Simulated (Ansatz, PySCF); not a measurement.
Reaction (SMILES): [SbH3] (SbH3) -> [SbH2-] + H+
Each molecule is optimised on its own at B3LYP-D3(BJ)/def2-TZVP (Ansatz, a first-principles code).
Geometry of the first species:
SMILES: [SbH3]
```xyz
4

Sb     0.0002    -0.0006     0.0536
H     -0.9113    -1.0773    -0.9195
H     -0.4909     1.3395    -0.8952
H      1.3919    -0.2329    -0.9192
```

Wanted: gas-phase deprotonation energy (0 K, with B3LYP-D3(BJ) harmonic zero-point energies from PySCF), in kcal/mol. Correlated levels leave the core frozen unless marked. Spin-orbit coupling is left out. The frozen core is the preceding noble-gas configuration, with the filled d and f shells of earlier blocks. Past Kr the def2 sets carry scalar-relativistic core potentials. STO-3G rows are all-electron and non-relativistic. Anions need diffuse functions: def2-D sets add few; the other sets have none. Basis-set limits of correlation are two-point, X^-3; Hartree-Fock from the larger set.

```json
[
 {"level": "HF/STO-3G", "program": "Ansatz", "gas-phase deprotonation energy (kcal/mol)": "458.3"},
 {"level": "PBE-D4/def2-TZVPD", "program": "Ansatz + dftd4", "gas-phase deprotonation energy (kcal/mol)": "348.4"},
 {"level": "BLYP-D3(BJ)/def2-TZVPD", "program": "Ansatz + dftd3", "gas-phase deprotonation energy (kcal/mol)": "350.5"},
 {"level": "BP86/def2-TZVPD", "program": "PySCF", "gas-phase deprotonation energy (kcal/mol)": "348.5"},
 {"level": "B3LYP-D4/def2-TZVPD", "program": "Ansatz + dftd4", "gas-phase deprotonation energy (kcal/mol)": "349.6"},
 {"level": "PBE0-D3(BJ)/def2-TZVPD", "program": "Ansatz + dftd3", "gas-phase deprotonation energy (kcal/mol)": "349.4"},
 {"level": "TPSSh-D3(BJ)/def2-TZVPD", "program": "PySCF + dftd3", "gas-phase deprotonation energy (kcal/mol)": "352.9"}
]
```

Q: Predict the CCSD(T)/CBS(def2-TZVPPD,def2-QZVPPD) result (Ansatz).

A: 347.9 kcal/mol
